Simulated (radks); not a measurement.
Q: Excited configurations of the bromine ion Br30+: one electron is placed in a higher orbital outside [He] 2s2. The ground configuration is [He] 2s2 2p1. All-electron calculation, scalar-relativistic Kohn-Sham, r2SCAN, spin-polarised, spherical densities, finite nucleus; open shells are filled with parallel spins first; meta-GGA in the generalised Kohn-Sham scheme; Fermi nuclear charge, rms radius 4.1629 fm. Program: a radial shooting solver on a logarithmic mesh with Libxc functionals. Excitation = E - E(ground); binding = E(ion) - E, where the ion is the core of charge +31; n* = 31/sqrt(2 binding) in atomic units. These energies are relativistic, and a one-electron ion of charge +31 with no core already has n* below n in this formula (scalar-relativistic equation, point nucleus: 3d 2.996, 4d 3.995, 5s 4.978, 7s 6.977, 7p 6.986). The quantum defect is therefore taken as that value minus n*, so that it holds no relativistic shift of the bare ion.

outer orbital  excitation (eV)  binding (eV)     n*  quantum defect  eigenvalue (eV)  <r> (bohr)
3d                      2017.1        1469.8  2.983           0.014          -1441.5      0.3316
4d                      2660.7        826.17  3.978           0.016          -812.70      0.6677
7s                      3211.9        274.98  6.896           0.081          -271.60       2.304
7p                      3215.2        271.68  6.937           0.048          -268.32       2.298

Estimate the row for 5s.

A: excitation (eV) 2942.5; binding (eV) 544.42; n* 4.901; quantum defect 0.077; eigenvalue (eV) -537.84; <r> (bohr) 1.163. The Delta-SCF ionisation energy is 3486.9 eV (NIST Atomic Spectra Database: 3523 eV, semi-empirical). Self-interaction in the functional shifts the binding energies and quantum defects, so they are the method's values and not measured ones. Open shells are spherical and high-spin; term and fine-structure splittings are not resolved.
